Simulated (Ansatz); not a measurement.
Steps of a relaxation of F₃Sb (`[F][Sb]([F])[F]`) with RKS PBE0-D4/def2-TZVP.

```sh
$ ansatz run in.yaml --threads 2 --pin off --events-out ev --progress --plain --max-ram 22528MiB --backend cpu
```

```yaml
crystal:
  periodic: [false, false, false]
  atoms:
    - {symbol: F, position_ang: [-1.579916, -0.362094, 0.413735]}
    - {symbol: Sb, position_ang: [0.140706, 0.539583, 0.486581]}
    - {symbol: F, position_ang: [1.211650, -1.082583, 0.507151]}
    - {symbol: F, position_ang: [0.283060, 0.844794, -1.427866]}
basis:
  gaussian: {orbitals: def2-TZVP}
hamiltonian: {xc: pbe0, dispersion: d4}
relax: {f_tol: 0.005, max_steps: 150}
```

Positions (Å) and forces (eV/Å) along the path, 5 of 5 steps:

```xyz
4
step=1 energy=-14687.1766 eV
F    -1.580   -0.362    0.414    1.198    0.595    0.019
Sb    0.141    0.540    0.487   -0.331   -1.443   -1.278
F     1.212   -1.083    0.507   -0.759    1.099   -0.047
F     0.283    0.845   -1.428   -0.108   -0.251    1.307
4
step=2 energy=-14687.2982 eV
F    -1.529   -0.355    0.397    0.142    0.060   -0.008
Sb    0.139    0.534    0.481   -0.032   -0.140   -0.124
F     1.172   -1.052    0.487   -0.095    0.122   -0.016
F     0.274    0.813   -1.385   -0.016   -0.042    0.148
4
step=3 energy=-14687.2997 eV
F    -1.520   -0.355    0.392   -0.007    0.004    0.007
Sb    0.140    0.537    0.484   -0.003   -0.013   -0.012
F     1.164   -1.047    0.482    0.007    0.000    0.007
F     0.271    0.805   -1.378    0.003    0.010   -0.002
4
step=4 energy=-14687.2998 eV
F    -1.521   -0.355    0.393   -0.003   -0.003   -0.002
Sb    0.140    0.535    0.483    0.002    0.009    0.008
F     1.165   -1.048    0.483    0.001   -0.004   -0.002
F     0.272    0.807   -1.379    0.000   -0.002   -0.004
4
step=5 energy=-14687.2998 eV
F    -1.521   -0.355    0.393    0.000    0.000    0.000
Sb    0.140    0.535    0.483    0.000    0.000    0.000
F     1.165   -1.048    0.483    0.000    0.000    0.000
F     0.272    0.807   -1.379    0.000    0.000    0.000
```

It took 16 s on 2 threads of an AMD EPYC 7R13 on a shared host, with 0.34 GiB of host memory at the peak.
